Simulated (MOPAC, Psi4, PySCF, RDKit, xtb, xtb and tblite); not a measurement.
Two geometries of SMILES OCc1cccs1, relaxed at GFN2-xTB with one dihedral held; other torsions can differ between them too.

Structure A

```
13

O     -2.5729     0.6546     0.1386
C     -1.7554    -0.4865     0.0971
C     -0.2887    -0.1869     0.0575
C      0.6847    -0.8199    -0.6494
C      1.9737    -0.2833    -0.4237
C      1.9612     0.7545     0.4470
S      0.3768     1.0976     1.0181
H     -2.3129     1.1992     0.8909
H     -1.9672    -1.1379     0.9639
H     -2.0385    -1.0281    -0.8095
H      0.4906    -1.6437    -1.3126
H      2.8651    -0.6541    -0.8969
H      2.7803     1.3510     0.7957
```

Structure B

```
13

O     -2.5443     0.6829     0.1678
C     -1.7514    -0.4705     0.0887
C     -0.2799    -0.1888     0.0673
C      0.7529    -1.0717     0.0011
C      2.0175    -0.4406     0.0086
C      1.9250     0.9099     0.0822
S      0.2921     1.4445     0.1379
H     -2.2896     1.1890     0.9483
H     -1.9751    -1.1602     0.9205
H     -2.0474    -0.9665    -0.8426
H      0.6167    -2.1371    -0.0512
H      2.9502    -0.9739    -0.0382
H      2.7125     1.6361     0.1063
```

### Question
Which is lower in energy at the level Psi4 1.11 with DF-MP2 (frozen core)/cc-pVTZ // GFN2-xTB, and by how much?

### Answer
B is lower, by 0.59 kcal/mol (dihedral O1–C2–C3–S7: 40° in A, 0° in B).

E(B) − E(A) in kcal/mol at the other levels, on the same two geometries: GFN2-xTB (xtb and tblite) 0.27; MMFF94 // GFN2-xTB (RDKit) 1.37; PBE0/def2-TZVP // GFN2-xTB (Psi4) -0.57; PBE0-D3(BJ)/def2-TZVP // GFN2-xTB (Psi4) -0.58; PBE/def2-TZVP // GFN2-xTB (Psi4) -0.54; PBE-D3(BJ)/def2-TZVP // GFN2-xTB (Psi4) -0.55; HF/cc-pVTZ // GFN2-xTB (Psi4) -0.27; UFF // GFN2-xTB (RDKit) 0.55; AM1, restricted, heats of formation // GFN2-xTB (MOPAC) -0.08; PM7, restricted, heats of formation // GFN2-xTB (MOPAC) -0.40; GFN1-xTB // GFN2-xTB (xtb) -0.03; restricted B3LYP/6-31G*, spherical d, density fitting // GFN2-xTB (PySCF) -0.94.
